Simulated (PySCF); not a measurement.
## Ionisation energy along the 14-electron series

Calculated with PySCF 2.14 and a two-component X2C-1e Hamiltonian (Gaussian nucleus, no Breit or QED terms), each ion in its own even-tempered basis scaled to its charge; GMP2 freezes 1s2 and drops the highest virtual spinors. Values in eV. NIST values: (m) measured, (s) semi-empirical, (t) theoretical.

```json
{"ion": "Ba⁴²⁺", "configuration": "[Ne] 3s2 3p2", "GHF (spin-free)": "3209.7", "GMP2 (spin-free)": "3210.4", "GHF (screened spin-orbit)": "3267.2", "GMP2 (screened spin-orbit)": "3269.1", "NIST": "3266 ± 4 (t)"}
{"ion": "Ce⁴⁴⁺", "configuration": "[Ne] 3s2 3p2", "GHF (spin-free)": "3503.3", "GMP2 (spin-free)": "3504.1", "GHF (screened spin-orbit)": "3572.6", "GMP2 (screened spin-orbit)": "3574.5", "NIST": "3570 ± 4 (t)"}
```

Question: Fill in the row of La⁴³⁺.

Answer: configuration: [Ne] 3s2 3p2; GHF (spin-free): 3354.9; GMP2 (spin-free): 3355.6; GHF (screened spin-orbit): 3418.1; GMP2 (screened spin-orbit): 3420.0; NIST: 3416 ± 4 (t).
